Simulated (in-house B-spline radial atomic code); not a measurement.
## RPA and G0W0 on HSE06: the cadmium ion Cd²⁺

Configuration [Kr] 4d10, mean-field start HSE06. Computed with a B-spline radial code for spherical atoms: all electrons, scalar-relativistic (spin-free one-electron X2C), finite nucleus, each spin shell either full or empty, empty states to l = 9 with an (l + 1/2)⁻⁴ tail; G0W0 by contour deformation at full frequency.

Command:
```bash
python run_gw.py task.json out
```
Settings (radii: box in bohr, nucleus in fm):
```
Z                        48
electrons                46
configuration            [Kr] 4d10
hamiltonian              x2c
method                   hse06
lmax                     9
rms_radius               4.6087
spin_polarised           False
box_radius               17.55
intervals                69
```

Cost of the run: 2 s on 1 thread of AMD EPYC 9R45 96-Core Processor, on a shared host.

Energies (hartree):

| term | value |
| --- | --- |
| mean-field total | -5592.69043 |
| Hartree-Fock functional on these orbitals | -5590.53496 |
| direct second order | -4.0246 |
| second-order exchange | 1.1177 |
| SOSEX correction | 1.042 |

(1) What is the RPA correlation energy, and what remains with SOSEX?

Quasi-particle levels (eV):

```json
{"level": "4d", "occupied": "yes", "mean field": "-32.19", "Σx - vxc": "-6.13", "Σc": "?", "QP weight": "?", "G0W0": "?"}
{"level": "5s", "occupied": "no", "mean field": "-20.280", "Σx - vxc": "5.01", "Σc": "-1.88", "QP weight": "0.967", "G0W0": "-17.144"}
```

G0W0 = mean field + (Σx - vxc) + Σc, with Σc (partial-wave tail included) taken at the quasi-particle energy. Only the outer levels were computed. Levels of low weight are left out.

(2) Where does G0W0 put 4d?

Answers

(1) RPA gives -3.5438 hartree (-2.1 eV per electron); RPA + SOSEX gives -2.5018, and the second-order doubles -2.9068 hartree (no singles). RPA lacks exchange-type terms and so overcorrelates at short range.

(2) At -37.90 eV, with Σc = 0.41 eV and a quasi-particle weight of 0.920. The tabulated removal energy is 37.468 ± 0.006 eV (NIST, measured); the calculation leaves out spin-orbit coupling, Breit and QED terms, and what these don't explain is the method's own error.
